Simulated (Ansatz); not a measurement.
Problem. Name a neutral molecule of Al, C, Cl, O and H with size of the dipole moment (B3LYP/def2-TZVPP) between 1.70 and 2.00 D and HOMO energy (B3LYP/def2-TZVPP) between -8.05 and -7.75 eV (Ansatz, PBE0-D4/def2-TZVP geometry).

Solution. `C[O][Al]([Cl])[O]C` (1.80 D, -7.96 eV). Other molecules can fit too; these were computed, each in one conformer that needn't be the lowest.

B3LYP here is the variant with VWN-RPA as its local correlation; programs differ in this.
